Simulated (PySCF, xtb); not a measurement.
GeFCl3, SMILES [F][Ge]([Cl])([Cl])[Cl].

Harmonic wavenumbers (cm⁻¹) from GFN2-xTB (xtb) at its own minimum, in rising order: 104, 104, 130, 161, 161, 316, 375, 375, 424.

### Question
What does PySCF 2.14.0 with PBE-D3(BJ)/def2-SVP give at its own minimum? (The exact figures need the calculation; the answer reports its results.)

### Answer
126, 126, 163, 204, 204, 389, 456, 456, 714. Paired by order, the mean absolute difference is 76 cm⁻¹ and the zero-point energies are 3.1 and 4.1 kcal/mol.
